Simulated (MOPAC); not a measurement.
MOPAC input (PM6):

```
PM6 FORCE THERMO(298,298) PRECISE LET CHARGE=1 GEO-OK AUX(PRECISION=9) THREADS=1
H2B

B     0.00000000 1    0.00000000 1   -0.00000000 1
H    -0.00000000 1   -0.00000000 1    1.16309771 1
H     0.00000000 1   -0.00000000 1   -1.16309771 1
```

Which zero-point energy does it print?

11.05 kcal/mol, from the harmonic wavenumbers of PM6.
